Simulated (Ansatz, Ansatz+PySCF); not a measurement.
```xyz
2

B     0.0000    0.0000   -0.3131
H     0.0000    0.0000    1.5655
```

Basis set: 6-31G (spherical functions). Left uncorrelated: 1 orbital. Charge 0, multiplicity 1.

Computed with Ansatz (development build ahead of 0.2.0); each method stands on the lowest determinant of its kind that the runs found. Restricted open shells among the atoms or ions are ROHF, correlated in semicanonical orbitals with singles. Restricted functionals stand beside restricted open-shell atoms, which can lie above the unrestricted atoms usual in DFT and then raise those values.

The atomization energy at this shape (free ground-state atoms in the same class of orbitals less the molecule, no zero-point energy) of singlet BH:

```csv
method,atomization energy
PBE0 (restricted),194.0 kJ/mol
RHF-CCSD(T),182.0 kJ/mol
UHF-MP2,122.9 kJ/mol
RHF,81.8 kJ/mol
UHF,87.2 kJ/mol
```

Question: What does RHF-MP2 give?

Answer: 143.3 kJ/mol. Caution for RHF-CCSD(T), RHF-MP2, UHF-MP2: bonds are stretched, where a single reference can fail. Caution for UHF-MP2: another reference gives a lower total. Caution for UHF-MP2, UHF: the unrestricted determinant is spin contaminated.

This basis has no polarisation functions and is too small for such energies, which can lie far from measured ones in either direction.
